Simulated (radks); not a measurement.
Ionisation of neutral germanium, [Ar] 3d10 4s2 4p2, to [Ar] 3d10 4s2 4p1 as the strength of local exchange is varied. All-electron calculation, Dirac Kohn-Sham, Slater X-alpha exchange (alpha = 2/3 is LDA exchange), no correlation, spin-unpolarised, spherical densities, finite nucleus; open shells are shared between the two j in proportion to 2j + 1; Fermi nuclear charge, rms radius 4.0742 fm. Program: a radial shooting solver on a logarithmic mesh with Libxc functionals.

alpha,E(Ge) (hartree),exchange (hartree),IE (eV),-e of the level emptied (eV),<r> of it (bohr)
0.667,-2093.16995,-73.71580,6.587,3.034 (4p3/2),2.993
0.67,-2093.50154,-74.05933,6.610,3.052 (4p3/2),2.989
0.688,-2095.49215,-76.12274,6.745,3.162 (4p3/2),2.966
0.9,-2119.08216,-100.71234,8.429,4.587 (4p3/2),2.730
0.919,-2121.20938,-102.94191,8.589,4.725 (4p3/2),2.712
0.976,-2127.60386,-109.65597,9.076,5.150 (4p3/2),2.659

NIST Atomic Spectra Database: 7.899 eV (measured). The Delta-SCF value meets it near alpha = 0.83. Spin polarisation and multiplet splitting are left out, so open shells lie too high by an amount that depends on their filling. Sharing an open shell by 2j + 1 raises it above the true ground level by a part of the spin-orbit splitting, which enters the differences from NIST.

Beside tabulated values, note that spin-unpolarised runs miss the spin-polarisation part of the exchange energy of open shells.
